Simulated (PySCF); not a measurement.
Species: `C1[C@]2([C@@H](CC1)CCC2)OC`. The columns A, B, C and D hold Mulliken, IAO, Hirshfeld and ESP-fitted charges (e) of one PBE0/pcSseg-1 density (PySCF), in a shuffled order. Coordinates in Å (PBE0-D3(BJ)/def2-SVP); the density's dipole moment is (0.37, 0.42, -0.95) D.

```
atom       x       y       z       A       B       C       D
  C1   2.478  -1.365   0.346  -0.043  -0.146  -0.021  -0.192
  O2   1.238  -1.024   0.880  -0.136  -0.421  -0.505  -0.395
  C3   0.420  -0.179   0.090  +0.088  +0.498  -0.162  +0.211
  C4   1.079   1.162  -0.267  -0.082  -0.394  -0.129  -0.278
  C5  -0.072   2.162  -0.225  -0.069  +0.001  -0.210  -0.250
  C6  -0.856   1.725   1.013  -0.070  -0.332  -0.148  -0.258
  C7  -0.824   0.193   0.957  -0.031  +0.130  -0.208  -0.124
  C8  -2.027  -0.471   0.270  -0.070  -0.200  -0.151  -0.255
  C9  -1.418  -1.600  -0.555  -0.073  -0.047  -0.201  -0.254
 C10  -0.163  -0.943  -1.113  -0.081  -0.185  -0.098  -0.271
 H11   2.976  -2.024   1.072  +0.047  +0.125  +0.120  +0.152
 H12   3.128  -0.485   0.179  +0.033  +0.060  +0.087  +0.114
 H13   2.401  -1.913  -0.613  +0.031  +0.082  +0.084  +0.110
 H14   1.619   1.146  -1.227  +0.035  +0.087  +0.119  +0.129
 H15   1.805   1.410   0.526  +0.035  +0.144  +0.125  +0.132
 H16  -0.698   2.061  -1.129  +0.032  +0.037  +0.116  +0.121
 H17   0.264   3.210  -0.186  +0.039  +0.053  +0.123  +0.134
 H18  -0.337   2.084   1.917  +0.036  +0.098  +0.119  +0.130
 H19  -1.880   2.129   1.048  +0.037  +0.086  +0.116  +0.130
 H20  -0.666  -0.249   1.951  +0.033  +0.009  +0.130  +0.145
 H21  -2.790  -0.810   0.988  +0.038  +0.055  +0.123  +0.134
 H22  -2.520   0.251  -0.405  +0.031  +0.073  +0.106  +0.117
 H23  -1.130  -2.435   0.104  +0.035  +0.044  +0.122  +0.134
 H24  -2.093  -1.998  -1.328  +0.037  +0.030  +0.115  +0.131
 H25   0.560  -1.646  -1.553  +0.034  +0.050  +0.122  +0.130
 H26  -0.440  -0.228  -1.906  +0.035  +0.062  +0.106  +0.123
```

Q: Which column most likely holds the ESP-fitted charges?

A: B. Σ q r misses the density's dipole by 0.04 D (B), 0.32 D (D), 0.62 D (A), 2.09 D (C). Charges fitted to the outside potential are the only set here that is tied to the molecule's multipoles.

Q: And the Hirshfeld charges?

A: A. The mean sizes are 0.050 e (A), 0.133 e (B), 0.141 e (C), 0.175 e (D), and Hirshfeld charges are commonly the smallest of these schemes.

As computed, A = Hirshfeld, B = ESP-fitted, C = Mulliken, D = IAO. Hydrogens on carbon: Hirshfeld +0.03 to +0.05, ESP-fitted +0.01 to +0.14, Mulliken +0.08 to +0.13, IAO +0.11 to +0.15 e.

The Hirshfeld scheme weights the molecular density at each point by an atom's share of the summed free-atom densities. The Mulliken scheme gives each basis function's population to the atom it is centred on and halves the overlap population of two atoms between them.

The structure is a single PBE0-D3(BJ)/def2-SVP conformer in the gas phase; no vibrational or solvent corrections.
